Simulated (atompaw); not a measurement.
## Before and after: PAW (atompaw) potential for chromium (Cr)

atompaw 4.2.0.5 input, output lines left out:

```
Cr 24
GGA-PBE scalarrelativistic loggrid 1500 logderivrange -2 5 176
4 4 3 0 0 0
4 1 0
3 2 4
0 0 0
c
c
c
v
c
c
v
v
2
3.00 2.85 2.40 2.75
y
0.4
n
y
0.5
n
y
1.35
n
custom rrkj vanderbiltortho besselshape
3 -0.5 troulliermartins
3.00
3.00
3.00
3.00
2.15
2.15
```

All-electron outer shells of the reference configuration (PBE, scalar-relativistic, ld1.x):

```json
{"shell": "3s", "level (eV)": "-77.96", "outermost node (bohr)": "0.36", "outermost maximum (bohr)": "0.78"}
{"shell": "3p", "level (eV)": "-49.27", "outermost node (bohr)": "0.33", "outermost maximum (bohr)": "0.80"}
{"shell": "3d", "level (eV)": "-5.99", "outermost node (bohr)": "–", "outermost maximum (bohr)": "0.82"}
{"shell": "4s", "level (eV)": "-4.91", "outermost node (bohr)": "1.11", "outermost maximum (bohr)": "2.64"}
{"shell": "4p", "level (eV)": "-1.41", "outermost node (bohr)": "1.23", "outermost maximum (bohr)": "3.52"}
```

Change: local potential troulliermartins scheme with l = 3 at -0.5 Ry, radius 2.12 bohr.

Cutoffs: the cutoffs (Ry, on a coarse ladder) from which the occupation-weighted sum of valence levels, in a spherical-Bessel basis at the reference potential, stays within 10 and 1 mRy of its value at 400 Ry; they do not see the model core or the augmentation charge, which bear on the density cutoff.

Question: What does the change do?

Answer: The potential gets neither clearly harder nor softer (21 Ry and 35 Ry → 21 Ry and 35 Ry); the range in which the s phases agree widens (upper end 1.6 → 3.1); neither file shows a bound ghost.

```tsv
quantity	base	changed
cutoff, loose	21 Ry	21 Ry
cutoff, tight	35 Ry	35 Ry
bound ghosts	none	none
s: phases at 3.01 bohr within 0.05 rad from the reference energy up to (Ry; the scan ends near 5)	1.6	3.1
p: phases at 3.01 bohr within 0.05 rad from the reference energy up to (Ry; the scan ends near 5)	2.9	2.8
d: phases at 3.01 bohr within 0.05 rad from the reference energy up to (Ry; the scan ends near 5)	4.4	4.4
lowest overlap eigenvalue by channel	s 0.33, p 0.58, d 0.88	s 0.27, p 0.53, d 0.84
```

 The cutoffs see the waves, projectors and local potential, not the compensation charge or the core.
